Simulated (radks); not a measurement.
Species: the scandium ion Sc3+. Configuration: [Ne] 3p6 4f2 (not the ground configuration).

Method: non-relativistic Kohn-Sham, TPSS, spin-polarised, spherical densities, point nucleus; open shells are filled with parallel spins first; meta-GGA in the generalised Kohn-Sham scheme; computed with a radial shooting solver on a logarithmic mesh with Libxc functionals.

Energy parts (hartree):
| part | energy |
|---|---|
| total | -752.63161 |
| kinetic | 752.02314 |
| electron-nucleus | -1745.23714 |
| Hartree | 277.40635 |
| exchange-correlation | -36.82396 |

Orbitals (lengths in bohr, moments of r in powers of bohr; <r^-3> diverges for s and p1/2):
orbital	occ.	eigenvalue (hartree)	<r^-3>
1s up	1	-163.5235	-
1s down	1	-163.5236	-
2s up	1	-19.75282	-
2s down	1	-19.75291	-
2p up	3	-16.70022	219.0
2p down	3	-16.70038	219.0
3p up	3	-3.21048	29.57
3p down	3	-3.20465	29.68
4f up	2	-0.50977	0.05289

The highest occupied level is 4f up at -13.871 eV. Spin moment in Bohr magnetons: 2.
